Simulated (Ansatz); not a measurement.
Cost and result for the atomization energy of `IC1C[SiH2]O1` (10 atoms, 10 bonds).

```xyz
10

I    -0.3047   -1.0180   -2.6331
C    -0.7151   -0.5475   -0.5396
C     0.5340   -0.6729    0.3524
Si    0.2525    1.1665    0.5747
O    -1.0827    0.8000   -0.3866
H    -1.5448   -1.2106   -0.3016
H     0.3550   -1.3007    1.2261
H     1.4350   -1.0045   -0.1556
H    -0.1337    1.6715    1.9155
H     1.2043    2.1161   -0.0522
```

Charge 0, multiplicity 1. Correlated methods include outer-core shells of I, which these sets cover unevenly. I takes the def2 core potential. All single points use the PBE0-D4/def2-TZVP geometry. Program: Ansatz. All runs use 4 threads of an Arm Neoverse V2 on a shared host. Times are those of one run each, without the atoms' runs, and a repeat can differ threefold. Electronic energies, without spin–orbit coupling; frozen cores. CCSD(T)/CBS adds CCSD(T) − MP2 in def2-TZVPP to the MP2 limit, and its time is that of the two runs behind it. T1 = 0.011. With those shells the extrapolation isn't a true limit. B3LYP takes the VWN-RPA correlation (the form of Gaussian; ORCA's B3LYP/G).

CCSD(T)/CBS is a level of theory with its own doubt, some kJ/mol a heavy atom from the limit and from the frozen cores, so smaller differences don't rank the functionals.

```csv
level,functions,wall time
PBE-D4/def2-TZVPP (with forces),255,3.1 s
PBE0-D4/def2-TZVPP,255,4 s
r2SCAN-D4/def2-TZVPP (with forces),255,5.5 s
B3LYP-D4/def2-TZVPP (with forces),255,6.5 s
B2PLYP/def2-TZVPP,255,8 s
ωB97X-V/def2-TZVPP,255,10 s
ωB97M-V/def2-TZVPP (with forces),255,15 s
MP2/def2-QZVPP,473,27 s
CCSD(T)/def2-TZVPP,255,5.3 min
CCSD(T)/CBS(def2),–,5.7 min
```

Q: What atomization energy does each give, and how far from CCSD(T)/CBS? (Best estimate.)

A: Computed: 
```
                             level  atomization (kJ/mol)  difference from CCSD(T)/CBS  per bond
   PBE-D4/def2-TZVPP (with forces)                3680.1                         68.5       6.8
                PBE0-D4/def2-TZVPP                3610.0                         -1.6      -0.2
r2SCAN-D4/def2-TZVPP (with forces)                3613.2                          1.6       0.2
 B3LYP-D4/def2-TZVPP (with forces)                3583.6                        -28.0      -2.8
                 B2PLYP/def2-TZVPP                3549.6                        -62.0      -6.2
                ωB97X-V/def2-TZVPP                3611.1                         -0.5       -0.1
  ωB97M-V/def2-TZVPP (with forces)                3601.9                         -9.7      -1.0
                    MP2/def2-QZVPP                3650.3                         38.7       3.9
                CCSD(T)/def2-TZVPP                3504.5                       -107.1      -10.7
                 CCSD(T)/CBS(def2)                3611.6                          0.0       0.0
```

In def2-TZVPP, CCSD(T) changes the Hartree–Fock value by +947.5 kJ/mol (the triples alone add +66.0 kJ/mol) and MP2 by +1029.7 kJ/mol; breaking electron pairs costs correlation energy, which Hartree–Fock lacks. The D4 term adds +44.2 kJ/mol with B3LYP and +22.9 kJ/mol with PBE0; it sums over pairs of atoms, weighted by their polarisabilities, and B3LYP, whose exchange is more repulsive, gets the larger term. From PBE to PBE0 (25 % exact exchange), in def2-TZVPP and without D4, the atomization energy moves by −66.0 kJ/mol: exact exchange takes away binding that semilocal exchange gives to molecules.

Spin–orbit coupling would lower the free I atoms strongly, and the atomization energy with them, by more than many differences here.
